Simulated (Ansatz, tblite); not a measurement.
Isomers of Na$_{5}$⁻ (singlet), found by a short tight-binding search and relaxed with PBE0/def2-SVPD in Ansatz.

The xTB rows come from tblite. Correlated methods freeze 5 core orbitals; core or outer-core shells of Na are correlated, in sets that lack core-valence functions.

Run but left out: HF/def2-TZVPD (A: restricted singlet, unstable in another Hartree–Fock run and untested here); HF/def2-TZVPPD (A: restricted singlet, unstable towards broken spin symmetry); r2SCAN/def2-TZVPD (B: restricted singlet, unstable towards broken spin symmetry).

A: The restricted singlet is unstable towards broken spin symmetry in Hartree–Fock (as tested in another run); at LDA (SPW92)/def2-TZVPD, PBE/def2-TZVPD, PBE0/def2-TZVPD this wasn't settled. At CCSD(T)/def2-TZVPPD the restricted singlet (for correlated methods, its reference) is unstable: a solution with broken spin symmetry lies lower. B: At LDA (SPW92)/def2-TZVPD, PBE/def2-TZVPD the highest occupied level of the charge -1 singlet lies above zero (up to 0.12 eV). By energy differences its removal costs 1.11 eV (vertical, to the charge 0 doublet, at PBE/def2-TZVPD); a positive level beside a positive removal energy at the same level points to self-interaction error. At CCSD(T)/def2-TZVPPD the restricted singlet (for correlated methods, its reference) is unstable: a solution with broken spin symmetry lies lower.

Other spin states were run for one of them alone.

A:

```
atom    x (Å)    y (Å)    z (Å)
 Na1   2.3226  -0.9912  -3.3412
 Na2   0.9603  -1.7432   2.7205
 Na3  -1.4682   0.6291   2.0985
 Na4   0.4852  -0.2151  -0.6883
 Na5  -2.2999   2.3205  -0.7895
```

B:

Cartesian coordinates in Å:
```
Na 0.2436 2.4233 -1.0150
Na 3.2264 0.1670 -1.7082
Na -2.2689 1.0862 0.7566
Na -1.8646 -2.5298 1.8810
Na 0.6635 -1.1467 0.0856
```

Q: Estimate which lies lowest at each level, and how far above it the others are (kJ/mol).

A: 
```
                 level    A     B
              GFN2-xTB  0.0  17.0
LDA (SPW92)/def2-TZVPD  9.5   0.0
        PBE/def2-TZVPD  8.0   0.0
       PBE0/def2-TZVPD  7.3   0.0
       MP2/def2-TZVPPD  7.1   0.0
      CCSD/def2-TZVPPD  2.1   0.0
   CCSD(T)/def2-TZVPPD  6.0   0.0
```
Point groups (tolerance 0.1 Å): A not assigned, B C2v. Lower isomers may exist.
